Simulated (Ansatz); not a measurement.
Consider the hydrogenolysis of a B–O bond: `BBO[SiH](C)F` + H₂ → `BB` + `C[SiH](O)F`.

Gas-phase electronic energies from Ansatz, PBE0-D4/def2-TZVP geometries. CCSD(T)/CBS is the MP2 limit (def2-TZVPP, def2-QZVPP) plus CCSD(T) − MP2 in def2-TZVPP, frozen cores. This one scheme is used for every species. Functionals use def2-TZVPP. Each species was taken in one conformer, which may not be the lowest.

`BBO[SiH](C)F`:

Z-matrix (Å, degrees):
```
Si
C 1 1.842
F 1 1.595 2 109.2
O 1 1.646 2 109.2 3 116.8
H 1 1.482 2 114.5 3 -120.2
H 2 1.092 1 110.7 3 60.1
H 2 1.093 1 110.5 3 -180.0
H 2 1.092 1 110.6 3 -60.1
B 4 1.360 1 131.6 2 140.1
B 9 1.670 4 123.6 1 177.4
H 9 1.216 4 118.0 1 -3.0
H 10 1.200 9 122.0 4 91.6
H 10 1.199 9 121.9 4 -93.1
```

H₂:

```xyz
2

H    -0.159   -0.137   -0.309
H     0.159    0.137    0.309
```

`BB`:

Cartesian coordinates in Å:
```
B -0.691 0.231 0.362
B 0.692 -0.230 -0.362
H -0.735 1.150 1.133
H -1.734 -0.330 0.159
H 1.043 0.225 -1.416
H 1.425 -1.047 0.124
```

`C[SiH](O)F`:

```xyz
9

C    -0.473    0.817    0.666
Si    0.551   -0.527   -0.089
O    -0.229   -1.342   -1.271
F     1.868    0.161   -0.685
H     0.086    1.330    1.453
H    -1.384    0.405    1.108
H    -0.761    1.564   -0.079
H     0.984   -1.558    0.877
H    -0.643   -0.849   -1.980
```

Question: Is it downhill or uphill in electronic energy at CCSD(T)/CBS, and by how much? (Best estimate.)

Answer: Ansatz gave: Uphill: ΔE = +23.9 kcal/mol.

Question: What do these levels give: PBE-D4, r2SCAN0-D4, r2SCANh, r2SCAN0, CAM-B3LYP, CCSD(T)/def2-TZVPP? (An estimate is asked.)

Answer: Ansatz gave: PBE-D4 22.7, r2SCAN0-D4 23.1, r2SCANh 22.7, r2SCAN0 22.6, CAM-B3LYP 22.7, CCSD(T)/def2-TZVPP 24.0 kcal/mol.

Largest T1 diagnostic among the species: 0.012.

At CCSD(T), def2-SVP lies +3.5 kcal/mol from the extrapolated value and def2-TZVPP +0.1 kcal/mol. In def2-TZVPP, CCSD(T) changes the Hartree–Fock value by +2.8 kcal/mol (the triples alone add +0.9 kcal/mol) and MP2 by +3.6 kcal/mol. Leaving LDA and LC-ωPBE aside and taking each functional with its dispersion term where it has one, the values, not all of them listed here, spread over 1.7 kcal/mol, from B97M-V to BLYP-D4. LDA lies +1.9 kcal/mol from PBE without D4.
